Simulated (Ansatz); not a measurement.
Ansatz (a quantum-chemistry and plane-wave program) input:

Ansatz 0.2 input:
```yaml
crystal:
  periodic: [false, false, false]
  atoms:
    - {symbol: C, position_ang: [2.57752244, 0.63598928, -0.54524927]}
    - {symbol: C, position_ang: [1.38588722, -0.20121660, -0.09093055]}
    - {symbol: C, position_ang: [0.06851117, 0.55041933, -0.21313557]}
    - {symbol: C, position_ang: [-1.14645441, -0.24911581, 0.22994921]}
    - {symbol: O, position_ang: [-1.04735876, -1.40345421, 0.64788357]}
    - {symbol: C, position_ang: [-2.43159908, 0.38528533, 0.14753693]}
    - {symbol: H, position_ang: [2.67304346, 1.54724908, 0.05063312]}
    - {symbol: H, position_ang: [2.47653898, 0.93586628, -1.59141878]}
    - {symbol: H, position_ang: [3.51047548, 0.07830830, -0.44925529]}
    - {symbol: H, position_ang: [1.32669209, -1.12191572, -0.67527133]}
    - {symbol: H, position_ang: [1.52062782, -0.51852506, 0.94531527]}
    - {symbol: H, position_ang: [-0.09646643, 0.87234951, -1.24834479]}
    - {symbol: H, position_ang: [0.09764804, 1.47629630, 0.37373550]}
    - {symbol: H, position_ang: [-2.54621660, 1.39818871, -0.21587963]}
    - {symbol: H, position_ang: [-3.30667675, -0.16835281, 0.45839282]}
basis:
  gaussian:
    orbitals: def2-TZVP
hamiltonian:
  xc: b3lyp
  dispersion: d3bj
magnetization: {spin_polarized: true, initial_magnetization: 1}
phonons: {temperatures: {t_min: 298.15, t_max: 298.15, t_step: 100}}
```

Predict the final energy.

-271.25179 Eh (B3LYP-D3(BJ)/def2-TZVP). The basis has 240 functions.

It need not be the lowest isomer of its formula.
